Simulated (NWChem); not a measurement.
System: InCl$_{3}$; SMILES [Cl][In]([Cl])[Cl]

Parts of the log:

```
             Northwest Computational Chemistry Package (NWChem) 7.3.0
             --------------------------------------------------------

                             Geometry "geometry" -> ""
                             -------------------------

 Output coordinates in angstroms (scale by  1.889725989 to convert to a.u.)

  No.       Tag          Charge          X              Y              Z
 ---- ---------------- ---------- -------------- -------------- --------------
    1 In                  49.0000     0.00000000     0.00000000     0.00000000
    2 Cl                  17.0000     1.60985400    -1.67180600     0.00000000
    3 Cl                  17.0000    -2.25275400    -0.55827100     0.00000000
    4 Cl                  17.0000     0.64290000     2.23007700     0.00000000

 Effective nuclear repulsion energy (a.u.)     683.9165898706

 Summary of "ao basis" -> "ao basis" (spherical)
 ------------------------------------------------------------------------------
       Tag                 Description            Shells   Functions and Types
 ---------------- ------------------------------  ------  ---------------------
 In                         def2-svp                10       26   4s4p2d
 Cl                         def2-svp                 8       18   4s3p1d

            General Information
            -------------------
          SCF calculation type: DFT
          Wavefunction type:  closed shell.
          No. of atoms     :     4
          No. of electrons :    72
           Alpha electrons :    36
            Beta electrons :    36
          Charge           :     0
          Spin multiplicity:     1
          Use of symmetry is: off; symmetry adaption is: off
          Maximum number of iterations: 150
          AO basis - number of functions:    80
                     number of shells:    34
          Convergence on energy requested:  1.00D-06
          Convergence on density requested:  1.00D-05
          Convergence on gradient requested:  5.00D-04

              XC Information
              --------------
          PerdewBurkeErnzerhof Exchange Functional  1.000
            Perdew 1991 LDA Correlation Functional  1.000 local
           PerdewBurkeErnz. Correlation Functional  1.000 non-local

             Grid Information
             ----------------
          Grid used for XC integration:  medium
          Radial quadrature: Mura-Knowles
          Angular quadrature: Lebedev.
          Tag              B.-S. Rad. Rad. Pts. Rad. Cut. Ang. Pts.
          ---              ---------- --------- --------- ---------
          In                  1.55      123           8.0       590
          Cl                  1.00       88          10.0       590
          Grid pruning is: on
          Number of quadrature shells:   387
          Spatial weights used:  Erf1

      Superposition of Atomic Density Guess
      -------------------------------------

 Sum of atomic energies:       -1596.02085950

      Non-variational initial energy
      ------------------------------

 Total energy =   -1567.502499
 1-e energy   =   -2955.055839
 2-e energy   =    1029.228509
 HOMO         =      -0.437446
 LUMO         =      -0.083018

   convergence    iter        energy       DeltaE   RMS-Dens  Diis-err
 ---------------- ----- ----------------- --------- --------- ---------
 d= 0,ls=0.0,diis     1  -1569.7832670067 -1.93D+03  3.00D-02  6.89D-01
 d= 0,ls=0.0,diis     2  -1569.6131354034  1.70D-01  1.99D-02  1.59D+00
 d= 0,ls=0.0,diis     3  -1569.8706819129 -2.58D-01  2.64D-03  5.39D-02
 d= 0,ls=0.0,diis     4  -1569.8779768731 -7.29D-03  4.33D-04  1.35D-03
 d= 0,ls=0.0,diis     5  -1569.8781481344 -1.71D-04  7.77D-05  6.41D-05
  Resetting Diis
 d= 0,ls=0.0,diis     6  -1569.8781561571 -8.02D-06  2.23D-05  3.79D-06
 d= 0,ls=0.0,diis     7  -1569.8781567534 -5.96D-07  1.29D-05  1.03D-07
 d= 0,ls=0.0,diis     8  -1569.8781567276  2.57D-08  7.54D-06  2.80D-07

         Total DFT energy =    -1569.878156727621
      One electron energy =    -2955.210302702544
           Coulomb energy =     1127.966346485245
    Exchange-Corr. energy =     -100.959031374134
 Nuclear repulsion energy =      358.324830863811

 Numeric. integr. density =       72.000000097199

                       DFT Final Molecular Orbital Analysis
                       ------------------------------------

 Vector   34  Occ=2.000000D+00  E=-2.913972D-01
              MO Center= -6.1D-01, -9.5D-01,  8.1D-08, r^2= 5.0D+00
   Bfn.  Coefficient  Atom+Function         Bfn.  Coefficient  Atom+Function
  ----- ------------  ---------------      ----- ------------  ---------------
    57      0.491285  3 Cl pz                39     -0.414733  2 Cl pz
    54      0.363012  3 Cl pz                36     -0.306448  2 Cl pz
    51      0.212125  3 Cl pz                33     -0.179072  2 Cl pz
    20     -0.099949  1 In d  1              75     -0.076551  4 Cl pz
    72     -0.056564  4 Cl pz                25      0.051556  1 In d  1

 Vector   35  Occ=2.000000D+00  E=-2.913972D-01
              MO Center=  6.1D-01,  9.5D-01,  1.2D-08, r^2= 5.0D+00
   Bfn.  Coefficient  Atom+Function         Bfn.  Coefficient  Atom+Function
  ----- ------------  ---------------      ----- ------------  ---------------
    75      0.523090  4 Cl pz                72      0.386513  4 Cl pz
    39     -0.327840  2 Cl pz                36     -0.242243  2 Cl pz
    69      0.225858  4 Cl pz                57     -0.195249  3 Cl pz
    54     -0.144270  3 Cl pz                33     -0.141554  2 Cl pz
    18     -0.099949  1 In d -1              51     -0.084304  3 Cl pz

 Vector   36  Occ=2.000000D+00  E=-2.854711D-01
              MO Center=  1.2D-06,  1.6D-05, -5.1D-10, r^2= 6.4D+00
   Bfn.  Coefficient  Atom+Function         Bfn.  Coefficient  Atom+Function
  ----- ------------  ---------------      ----- ------------  ---------------
    56      0.372119  3 Cl py                73      0.368377  4 Cl px
    37     -0.276155  2 Cl px                53      0.271850  3 Cl py
    70      0.269116  4 Cl px                38     -0.265922  2 Cl py
    34     -0.201744  2 Cl px                35     -0.194269  2 Cl py
    50      0.158839  3 Cl py                67      0.157242  4 Cl px

 Vector   37  Occ=0.000000D+00  E=-1.404062D-01
              MO Center= -9.3D-07, -6.5D-07, -6.6D-09, r^2= 4.7D+00
   Bfn.  Coefficient  Atom+Function         Bfn.  Coefficient  Atom+Function
  ----- ------------  ---------------      ----- ------------  ---------------
     3      0.742893  1 In s                  4      0.531829  1 In s
     1     -0.391330  1 In s                 55     -0.367417  3 Cl px
    74      0.363718  4 Cl py                38     -0.272666  2 Cl py
    37      0.262562  2 Cl px                52     -0.222458  3 Cl px
    71      0.220218  4 Cl py                35     -0.165089  2 Cl py

 Vector   38  Occ=0.000000D+00  E=-8.958945D-02
              MO Center=  1.3D-07, -3.6D-07,  8.6D-09, r^2= 4.1D+00
   Bfn.  Coefficient  Atom+Function         Bfn.  Coefficient  Atom+Function
  ----- ------------  ---------------      ----- ------------  ---------------
    13      0.704405  1 In pz                16      0.444021  1 In pz
    39     -0.227391  2 Cl pz                57     -0.227390  3 Cl pz
    75     -0.227391  4 Cl pz                10     -0.170027  1 In pz
     7     -0.156445  1 In pz                36     -0.140751  2 Cl pz
    54     -0.140751  3 Cl pz                72     -0.140751  4 Cl pz

 Vector   39  Occ=0.000000D+00  E= 1.435570D-02
              MO Center= -2.0D-01,  2.5D-01, -1.7D-09, r^2= 6.1D+00
   Bfn.  Coefficient  Atom+Function         Bfn.  Coefficient  Atom+Function
  ----- ------------  ---------------      ----- ------------  ---------------
    14      0.722431  1 In px                15     -0.692319  1 In py
    30     -0.451227  2 Cl s                 11      0.359443  1 In px
    12     -0.344463  1 In py                73     -0.269272  4 Cl px
    56      0.260968  3 Cl py                48      0.241315  3 Cl s
    38     -0.220569  2 Cl py                66      0.209913  4 Cl s

     Multipole analysis of the density
     ---------------------------------

     L   x y z        total         alpha         beta         nuclear
     -   - - -        -----         -----         ----         -------
     0   0 0 0     -0.000000    -36.000000    -36.000000     72.000000

     1   1 0 0      0.000000      0.000000      0.000000      0.000000
     1   0 1 0     -0.000000     -0.000000     -0.000000      0.000000
     1   0 0 1      0.000000      0.000000      0.000000      0.000000

     2   2 0 0    -47.931684   -269.222013   -269.222013    490.512342
     2   1 1 0      0.000001     -0.000004     -0.000004      0.000009
     2   1 0 1     -0.000000     -0.000000     -0.000000      0.000000
     2   0 2 0    -47.931683   -269.221841   -269.221841    490.511999
     2   0 1 1     -0.000000     -0.000000     -0.000000      0.000000
     2   0 0 2    -42.345302    -21.172651    -21.172651      0.000000

                                 NWChem DFT Module
                                 -----------------

            General Information
            -------------------
          SCF calculation type: DFT
          Wavefunction type:  spin polarized.
          No. of atoms     :     4
          No. of electrons :    71
           Alpha electrons :    36
            Beta electrons :    35
          Charge           :     1
          Spin multiplicity:     2
          Use of symmetry is: off; symmetry adaption is: off
          Maximum number of iterations: 150
          AO basis - number of functions:    80
                     number of shells:    34
          Convergence on energy requested:  1.00D-06
          Convergence on density requested:  1.00D-05
          Convergence on gradient requested:  5.00D-04

[...]
```

Level: PBE/def2-SVP with def2 effective core potentials on In, vertical spin-unrestricted ions. Structure relaxed at the PBE0/def2-SVP level. No frequency run checked for a minimum. def2 effective core potentials on In; no spin-orbit coupling.

**Question.** Write an input that gives this output.

**Answer.** This is not unique; one that fits is the input that was run:
```
start job
memory heap 200 mb stack 900 mb global 1100 mb
geometry units angstroms noautosym nocenter noautoz
  In     0.000000     0.000000     0.000000
  Cl     1.609854    -1.671806     0.000000
  Cl    -2.252754    -0.558271     0.000000
  Cl     0.642900     2.230077     0.000000
end
basis spherical
  * library def2-svp
end
ecp
  In library def2-ecp
end
dft
  xc xpbe96 cpbe96
  iterations 150
  vectors input atomic output neutral.movecs
end
task dft energy
charge 1
dft
  odft
  mult 2
  vectors input atomic output cation.movecs
end
task dft energy
```
